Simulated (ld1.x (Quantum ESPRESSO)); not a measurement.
## Configuration tests for In (Z = 49) (TM)

In, norm-conserving Troullier–Martins (Kleinman–Bylander form), made with ld1.x (Quantum ESPRESSO) 7.5 (PBEsol, scalar-relativistic). Core [Kr] 4d10, reference 5s2 5p1. Waves: 5s (bound): rc 2.35 bohr; 5d channel at 0.25 Ry: rc 2.30 bohr; 5p (bound): rc 2.15 bohr. Local part: the p channel. Core correction: none.

Energies are relative to the spin-unpolarised reference configuration 5s2 5p1; without spin polarisation the order of configurations can differ from experiment.

```json
{"valence configuration": "5s2 5p0", "charge": "+1", "ΔE all-electron (eV)": "5.361", "error AE − PS (meV)": "+17"}
{"valence configuration": "5s2 5p0.5", "charge": "+0.5", "ΔE all-electron (eV)": "1.941", "error AE − PS (meV)": "+1.9"}
{"valence configuration": "5s1 5p2", "charge": "0", "ΔE all-electron (eV)": "5.877", "error AE − PS (meV)": "+17"}
{"valence configuration": "5s1 5p1", "charge": "+1", "ΔE all-electron (eV)": "12.014", "error AE − PS (meV)": "+24"}
{"valence configuration": "5s2 5p1.3", "charge": "-0.3", "ΔE all-electron (eV)": "-0.531", "error AE − PS (meV)": "+0.4"}
```

What are ΔE and the potential's error for 5s1 5p0?

ΔE = 24.638 eV all-electron; the error (AE − PS) is +134 meV.

What are ΔE and the potential's error for 5s0 5p3?

ΔE = 12.013 eV all-electron; the error (AE − PS) is +73 meV.

Levels in the configuration 5s2 5p1.3:

```json
{"level": "5s", "all-electron (eV)": "-6.569", "pseudo (eV)": "-6.570"}
{"level": "5p", "all-electron (eV)": "-1.056", "pseudo (eV)": "-1.058"}
```

ld1.x printed “convergence not achieved” for 6 of the counted tests; their residual had stalled under 1e-8, short of the target of 1e-14.

Note: ghost state, extra bound levels that the all-electron valence spectrum of the same l lacks: d at -31.2 eV. A true bound ghost makes a file unfit for plane-wave use.
